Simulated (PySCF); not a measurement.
This PySCF input asks for the NMR shieldings of `C[BH2-][AsH3+]`, CH8AsB; the geometry comes from GFN2-xTB.

```python
import basis_set_exchange as bse
import numpy as np
from pyscf import gto, dft
from pyscf.prop import nmr

atoms = """
C    -1.452406    0.346460   -0.286646
B    -0.509960   -0.510408    0.707334
As    1.481865   -0.103954   -0.067189
H    -2.496429    0.269244    0.007754
H    -1.203235    1.410983   -0.282406
H    -1.390117    0.001943   -1.321894
H    -0.407962   -0.105528    1.821299
H    -0.584713   -1.693245    0.622240
H     1.810847   -0.317306   -1.503595
H     2.809853   -0.604178    0.392233
H     1.947682    1.308658   -0.115093
"""
names = dict.fromkeys(["C", "B", "As", "H"], "pcSseg-1")
basis = {el: gto.basis.parse(bse.get_basis(n, elements=[el], fmt="nwchem")) for el, n in names.items()}
mol = gto.M(atom=atoms, basis=basis, charge=0, verbose=0)
mf = dft.RKS(mol, xc="PBE0")
mf.grids.level = 2
mf.grids.alignment = dft.numint.BLKSIZE   # the property module wants whole blocks of grid points
mf.conv_tol = 1e-9
mf.kernel()

calc = nmr.RKS(mf)   # GIAO
C = mf.mo_coeff
Co = C[:, mf.mo_occ > 0]
resp = mf.gen_response(singlet=True, hermi=2)
def vind(x):   # induced exchange potential for any number of trial vectors
    d = np.einsum("pi,xij,qj->xpq", C, 2 * x.reshape(-1, C.shape[1], Co.shape[1]), Co, optimize=True)
    return np.einsum("xpq,pi,qj->xij", resp(d - d.transpose(0, 2, 1)), C, Co, optimize=True).ravel()
mo1, _ = nmr.rhf.solve_mo1(calc, with_cphf=vind)
sigma = calc.kernel(mo1)
for i, s in enumerate(sigma):   # ppm
    w = np.linalg.eigvalsh((s + s.T) / 2)
    print("%2d %-2s iso %8.1f  s11 %8.1f  s22 %8.1f  s33 %8.1f" % (i, mol.atom_pure_symbol(i), w.mean(), *w))
```

Question: What does it print?

Answer: 
```
 0 C  iso    186.5  s11    183.2  s22    183.6  s33    192.8
 1 B  iso    119.1  s11     92.3  s22    120.9  s33    144.2
 2 As iso   1761.0  s11   1714.4  s22   1718.2  s33   1850.6
 3 H  iso     31.2  s11     26.9  s22     27.3  s33     39.4
 4 H  iso     31.6  s11     27.0  s22     30.6  s33     37.2
 5 H  iso     31.6  s11     27.1  s22     30.3  s33     37.3
 6 H  iso     28.9  s11     24.7  s22     28.5  s33     33.4
 7 H  iso     28.9  s11     24.8  s22     28.7  s33     33.3
 8 H  iso     28.5  s11     21.9  s22     22.5  s33     41.1
 9 H  iso     28.1  s11     21.1  s22     21.5  s33     41.6
10 H  iso     28.5  s11     22.0  s22     22.5  s33     41.0
```

These numbers come from an equivalent density-fitted implementation of the same equations, which agrees with the script to about 0.01 ppm for H and up to a few tenths of a ppm for heavy atoms, so last digits may differ.

Relativistic effects, spin–orbit coupling among them, are left out; they matter for As and for the light atoms bonded to it.

Size and cost of the density-fitted run: 115 basis functions, 7.1 s wall time on 1 thread of an x86-64 server CPU, shared host.
